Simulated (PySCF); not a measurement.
Isomers of C6H5FSi, mass 124.014 u with the commonest isotopes. Theory: wB97X-D/def2-SVPD in PySCF (dipole) on a GFN2-xTB geometry, gas phase. One conformer each, none proved a minimum here; rigid rotors.

**Question.** Order these by rotational constant A, smallest first.
A. `C#C[C@H]1[Si@H]([C@@H]1F)C#C`
B. `[CH:1]#[C:2]/[CH:3]=[C:4](\[C:5]#[CH:6])[SiH2:7][F:8]` with C3–C4–Si7–F8 0°
C. `C#CC1=CC=C[Si@H]1F`
D. `[CH:1]#[C:2]/[CH:3]=[C:4](\[F:5])[SiH2:6][C:7]#[CH:8]` with C3–C4–Si6–C7 0°
E. `C#CC1=CC=C(F)[SiH2]1`
F. `[C@@H]1([Si@@H](C#C)[C@@H]1C#C)F`

**Answer.** A (1923 MHz), C (2511 MHz), B (2604 MHz), F (2874 MHz), D (2947 MHz), E (4616 MHz).

**Question.** Order these by rotational constant C, largest first.
A. `C#CC1=CC=C(F)[SiH2]1`
B. `C#C[C@@H]1[C@@H](F)[Si@@H]1C#C`
C. `[CH:1]#[C:2]/[CH:3]=[C:4](\[C:5]#[CH:6])[SiH2:7][F:8]` with C3–C4–Si7–F8 0°
D. `C#CC1=CC=C[Si@H]1F`
E. `[CH:1]#[C:2]/[CH:3]=[C:4](\[F:5])[SiH2:6][C:7]#[CH:8]` with C3–C4–Si6–C7 0°

**Answer.** D (1031 MHz), B (930.0 MHz), A (871.2 MHz), C (786.8 MHz), E (737.1 MHz).

**Question.** Order these by radius of gyration √(Σ m r²/M), largest first.
A. `C#C[C@@H]1[C@@H](F)[Si@H]1C#C`
B. `[SiH2]1C(F)=CC=C1C#C`
C. `C#CC1=CC=C[Si@H]1F`
D. `[CH:1]#[C:2]/[CH:3]=[C:4](\[F:5])[SiH2:6][C:7]#[CH:8]` with C3–C4–Si6–C7 0°
E. `[CH:1]#[C:2]/[CH:3]=[C:4](\[C:5]#[CH:6])[SiH2:7][F:8]` with C3–C4–Si7–F8 0°

**Answer.** D (2.356 Å), E (2.281 Å), A (2.216 Å), B (2.168 Å), C (2.024 Å).

| SMILES | point group | Ia (u·Å²) | Ib (u·Å²) | Ic (u·Å²) | κ | μa (D) | μb (D) | μc (D) |
| --- | --- | --- | --- | --- | --- | --- | --- | --- |
| C#C/C=C(\F)[SiH2]C#C | – | 171.51 | 520.13 | 685.63 | -0.79 | 1.36 | 1.27 | 0.00 |
| C#C/C=C(\C#C)[SiH2]F | Cs | 194.05 | 454.32 | 642.30 | -0.64 | 1.01 | 1.23 | 0.00 |
| C#CC1=CC=C(F)[SiH2]1 | Cs | 109.49 | 476.64 | 580.07 | -0.90 | 0.61 | 0.23 | 0.00 |
| C#C[C@@H]1[C@@H](F)[Si@H]1C#C | C1 | 175.86 | 467.96 | 574.71 | -0.80 | 1.00 | 1.58 | 0.59 |
| C#CC1=CC=C[Si@H]1F | C1 | 201.23 | 324.31 | 490.36 | -0.29 | 0.48 | 1.84 | 0.86 |
| C#C[C@@H]1[C@@H](F)[Si@@H]1C#C | C1 | 262.86 | 349.13 | 543.42 | 0.04 | 2.33 | 0.10 | 0.29 |
